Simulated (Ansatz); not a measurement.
Cl2FSn, SMILES `[F][Sn]([Cl])[Cl]` radical. Charge 0, multiplicity 2. Sn: def2 effective core potential.

```xyz
4

F     1.518    0.683   -0.791
Sn   -0.190   -0.154   -0.564
Cl    0.190   -1.959    0.852
Cl   -1.518    1.430    0.503
```

(1) What are the harmonic wavenumbers in cm⁻¹ at PBE0-D4/def2-TZVP (Ansatz, finite differences of forces, unscaled)? (Best estimate.)

(2) Is this a minimum?

(3) Give the ideal-gas thermochemistry at 298.15 K and 1 bar (rigid rotor, harmonic oscillator; point group Cs, symmetry number 1).

(4) And at 400, 500, 600, 800 and 1000 K?

(5) Rotational constants (cm⁻¹)?

Answers

(1) Ansatz gave: 95, 135, 142, 352, 372, 613.

(2) Yes, all 6 modes are real.

(3) Zero-point energy 10.2 kJ/mol; H(298) − E = 27.8 kJ/mol; entropy 348.8 J/(mol·K), of which translation 175.5, rotation 118.0, vibration 49.6, electronic 5.8; G(298) − E = -76.2 kJ/mol. Modes under 100 cm⁻¹ are hindered rotations or soft bends, so the harmonic entropy is rough.

(4) 
```tsv
T (K)	H − E (kJ/mol)	S (J/mol/K)	G − E (kJ/mol)
400	35.6	371.3	-112.9
500	43.5	388.8	-150.9
600	51.5	403.4	-190.6
800	67.7	426.8	-273.7
1000	84.1	445.1	-361.0
```

(5) 0.1041, 0.0587, 0.04326.
